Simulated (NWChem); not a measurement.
CH4FGa; SMILES [CH3][GaH][F]

```xyz
7

Ga    -0.3394    -0.0538    -0.0001
H     -1.8692    -0.3731     0.0008
F      0.6580    -1.5094     0.0000
C      0.6556     1.6246    -0.0001
H      0.4124     2.2136     0.8981
H      0.3840     2.2329    -0.8770
H      1.7374     1.4323    -0.0187
```
Atoms are numbered in this order, from 1.

All runs use the structure optimised with PBE0/def2-SVP.

Problem. List the 4 lowest vertical singlet excitations from PBE0/def2-SVPD, full TDDFT (NWChem).

Solution. 
```csv
state,energy (eV),oscillator strength,leading excitation (squared amplitude)
S1,5.77,0.001,HOMO → LUMO (1.00)
S2,7.41,0.126,HOMO → LUMO+1 (0.92)
S3,7.67,0.045,HOMO−1 → LUMO (0.97)
S4,7.88,0.032,HOMO → LUMO+2 (0.92)
```
